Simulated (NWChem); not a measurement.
System: HfNH2SF; SMILES [F][Hf](=[S])[NH2]

The following NWChem deck was run.

```
start job
memory heap 200 mb stack 900 mb global 1100 mb
geometry units angstroms noautoz
  Hf    -0.065907     0.171290     0.380655
  S      0.629669    -1.876028    -0.160196
  F     -1.774558     0.678270    -0.349542
  N      1.413839     1.454209    -0.094368
  H      1.283101     2.440801    -0.316655
  H      2.350049     1.182317    -0.388665
end
basis spherical
  * library def2-svp
end
ecp
  Hf library def2-ecp
end
dft
  xc xpbe96 cpbe96
  iterations 150
  mulliken
end
task dft energy
```

Parts of the log:

```
             Northwest Computational Chemistry Package (NWChem) 7.3.0
             --------------------------------------------------------

 C1  symmetry detected

                             Geometry "geometry" -> ""
                             -------------------------

 Output coordinates in angstroms (scale by  1.889725989 to convert to a.u.)

  No.       Tag          Charge          X              Y              Z
 ---- ---------------- ---------- -------------- -------------- --------------
    1 Hf                  72.0000    -0.01599943     0.18668366     0.17840028
    2 S                   16.0000    -0.18270316    -2.00234350    -0.20660193
    3 F                    9.0000    -1.45553469     1.25648008    -0.52372397
    4 N                    7.0000     1.79986995     0.77445553    -0.46837547
    5 H                    1.0000     2.03461609     1.71928669    -0.77178284
    6 H                    1.0000     2.54131599     0.14747609    -0.77526260

 Effective nuclear repulsion energy (a.u.)     675.3707625753

 Summary of "ao basis" -> "ao basis" (spherical)
 ------------------------------------------------------------------------------
       Tag                 Description            Shells   Functions and Types
 ---------------- ------------------------------  ------  ---------------------
 Hf                         def2-svp                12       32   6s3p2d1f
 S                          def2-svp                 8       18   4s3p1d
 F                          def2-svp                 6       14   3s2p1d
 N                          def2-svp                 6       14   3s2p1d
 H                          def2-svp                 3        5   2s1p

            General Information
            -------------------
          SCF calculation type: DFT
          Wavefunction type:  closed shell.
          No. of atoms     :     6
          No. of electrons :    46
           Alpha electrons :    23
            Beta electrons :    23
          Charge           :     0
          Spin multiplicity:     1
          Use of symmetry is: off; symmetry adaption is: off
          Maximum number of iterations: 150
          AO basis - number of functions:    88
                     number of shells:    38
          Convergence on energy requested:  1.00D-06
          Convergence on density requested:  1.00D-05
          Convergence on gradient requested:  5.00D-04

              XC Information
              --------------
          PerdewBurkeErnzerhof Exchange Functional  1.000
            Perdew 1991 LDA Correlation Functional  1.000 local
           PerdewBurkeErnz. Correlation Functional  1.000 non-local

             Grid Information
             ----------------
          Grid used for XC integration:  medium
          Radial quadrature: Mura-Knowles
          Angular quadrature: Lebedev.
          Tag              B.-S. Rad. Rad. Pts. Rad. Cut. Ang. Pts.
          ---              ---------- --------- --------- ---------
          Hf                  1.55      123           9.0       590
          S                   1.00       88          11.0       590
          F                   0.50       49          11.0       434
          N                   0.65       49          10.0       434
          H                   0.35       45          11.0       434
          Grid pruning is: on
          Number of quadrature shells:   399
          Spatial weights used:  Erf1

      Superposition of Atomic Density Guess
      -------------------------------------

 Sum of atomic energies:        -603.82080972

      Non-variational initial energy
      ------------------------------

 Total energy =    -599.546352
 1-e energy   =   -1170.632830
 2-e energy   =     405.547623
 HOMO         =      -0.341516
 LUMO         =      -0.081219

     ---------------------------------------------
      Total Density - Mulliken Population Analysis
     ---------------------------------------------

    Atom       Charge   Shell Charges
 -----------   ------   -------------------------------------------------------
    1 Hf  12     9.67   0.03 -0.30  1.74  0.53  0.34  0.06  5.47  0.59  0.12  0.78  0.21  0.10
    2 S   16    17.16   2.00  1.99  1.24  0.68  5.94  2.03  3.25  0.02
    3 F    9     9.70   1.99  1.16  0.80  3.59  2.17  0.00
    4 N    7     7.98   1.99  1.05  0.50  2.66  1.78  0.00
    5 H    1     0.74   0.58  0.11  0.04
    6 H    1     0.74   0.59  0.11  0.05

   convergence    iter        energy       DeltaE   RMS-Dens  Diis-err
 ---------------- ----- ----------------- --------- --------- ---------
 d= 0,ls=0.0,diis     1   -601.2886862078 -7.67D+02  6.48D-02  1.87D+00
 d= 0,ls=0.0,diis     2   -594.2621854175  7.03D+00  5.45D-02  4.71D+01
 d= 0,ls=0.0,diis     3   -601.5588385680 -7.30D+00  8.36D-03  4.32D-01
 d= 0,ls=0.0,diis     4   -601.4979557701  6.09D-02  7.42D-03  6.67D-01
 d= 0,ls=0.0,diis     5   -601.6025788929 -1.05D-01  1.76D-03  1.22D-02
  Resetting Diis
 d= 0,ls=0.0,diis     6   -601.6007719010  1.81D-03  1.09D-03  2.21D-02
 d= 0,ls=0.0,diis     7   -601.6037092169 -2.94D-03  1.89D-03  2.29D-03
 d= 0,ls=0.0,diis     8   -601.6003727616  3.34D-03  1.51D-03  2.20D-02
 d= 0,ls=0.0,diis     9   -601.6040357851 -3.66D-03  2.41D-04  4.09D-04
 d= 0,ls=0.0,diis    10   -601.6040888215 -5.30D-05  7.36D-05  8.11D-05
 d= 0,ls=0.0,diis    11   -601.6041003595 -1.15D-05  4.23D-06  9.21D-08
 d= 0,ls=0.0,diis    12   -601.6041003666 -7.04D-09  1.94D-06  4.39D-08

         Total DFT energy =     -601.604100366572
      One electron energy =    -1175.317289062274
           Coulomb energy =      457.653458754884
    Exchange-Corr. energy =      -49.479125857865
 Nuclear repulsion energy =      165.538855798684

 Numeric. integr. density =       46.000003570520

                       DFT Final Molecular Orbital Analysis
                       ------------------------------------

 Vector   21  Occ=2.000000D+00  E=-2.331210D-01
              MO Center= -1.2D-01, -1.5D+00, -1.4D-01, r^2= 2.7D+00
   Bfn.  Coefficient  Atom+Function         Bfn.  Coefficient  Atom+Function
  ----- ------------  ---------------      ----- ------------  ---------------
    44      0.475834  2 S  py                41      0.391058  2 S  py
     5      0.316960  1 Hf s                 20     -0.286969  1 Hf d  2
     3     -0.243657  1 Hf s                 38      0.227545  2 S  py
    17      0.184243  1 Hf d -1               2      0.142542  1 Hf s
     8      0.135410  1 Hf py                35     -0.136080  2 S  s

 Vector   22  Occ=2.000000D+00  E=-2.147457D-01
              MO Center= -1.5D-01, -1.5D+00, -1.3D-01, r^2= 2.3D+00
   Bfn.  Coefficient  Atom+Function         Bfn.  Coefficient  Atom+Function
  ----- ------------  ---------------      ----- ------------  ---------------
    45      0.502150  2 S  pz                42      0.381920  2 S  pz
    17     -0.281241  1 Hf d -1              39      0.220493  2 S  pz
    18     -0.114135  1 Hf d  0              20     -0.104343  1 Hf d  2
    22     -0.099775  1 Hf d -1              15      0.092176  1 Hf pz
    43     -0.085185  2 S  px                 9     -0.081208  1 Hf pz

 Vector   23  Occ=2.000000D+00  E=-2.030389D-01
              MO Center= -1.3D-01, -1.6D+00, -1.5D-01, r^2= 2.3D+00
   Bfn.  Coefficient  Atom+Function         Bfn.  Coefficient  Atom+Function
  ----- ------------  ---------------      ----- ------------  ---------------
    43      0.530305  2 S  px                40      0.394921  2 S  px
    37      0.227810  2 S  px                16     -0.222253  1 Hf d -2
     7     -0.118807  1 Hf px                13      0.101552  1 Hf px
    45      0.100507  2 S  pz                21     -0.098423  1 Hf d -2
    54      0.085827  3 F  px                70     -0.082507  4 N  pz

 Vector   24  Occ=0.000000D+00  E=-1.313388D-01
              MO Center=  7.3D-03,  2.4D-01,  9.5D-01, r^2= 3.4D+00
   Bfn.  Coefficient  Atom+Function         Bfn.  Coefficient  Atom+Function
  ----- ------------  ---------------      ----- ------------  ---------------
    18      0.565671  1 Hf d  0               6      0.457385  1 Hf s
     5      0.421847  1 Hf s                 15      0.262844  1 Hf pz
     3     -0.252505  1 Hf s                  4     -0.155682  1 Hf s
     9     -0.154724  1 Hf pz                 2      0.153303  1 Hf s
    23      0.143225  1 Hf d  0              44     -0.133083  2 S  py

 Vector   25  Occ=0.000000D+00  E=-6.231769D-02
              MO Center= -1.7D-01,  1.9D-01,  3.2D-01, r^2= 3.2D+00
   Bfn.  Coefficient  Atom+Function         Bfn.  Coefficient  Atom+Function
  ----- ------------  ---------------      ----- ------------  ---------------
    19      0.528809  1 Hf d  1              17      0.503948  1 Hf d -1
    16     -0.291001  1 Hf d -2              13     -0.227085  1 Hf px
    45      0.188899  2 S  pz                56      0.185698  3 F  pz
    18     -0.176301  1 Hf d  0              24      0.163189  1 Hf d  1
    22      0.157635  1 Hf d -1              59     -0.153910  3 F  pz

 Vector   26  Occ=0.000000D+00  E=-5.325065D-02
              MO Center=  1.7D-01,  1.6D-01,  3.8D-01, r^2= 3.7D+00
   Bfn.  Coefficient  Atom+Function         Bfn.  Coefficient  Atom+Function
  ----- ------------  ---------------      ----- ------------  ---------------
    17      0.510424  1 Hf d -1              19     -0.490541  1 Hf d  1
    44     -0.267928  2 S  py                45      0.249851  2 S  pz
    14      0.202115  1 Hf py                73     -0.201135  4 N  pz
    22      0.197278  1 Hf d -1              36     -0.193616  2 S  s
    70      0.192164  4 N  pz                13      0.184699  1 Hf px

     ---------------------------------------------
      Total Density - Mulliken Population Analysis
     ---------------------------------------------

[...]
```

Level: PBE/def2-SVP with def2 effective core potentials on Hf. The geometry was optimised at PBE0/def2-SVP. def2 effective core potentials on Hf; no spin-orbit coupling.
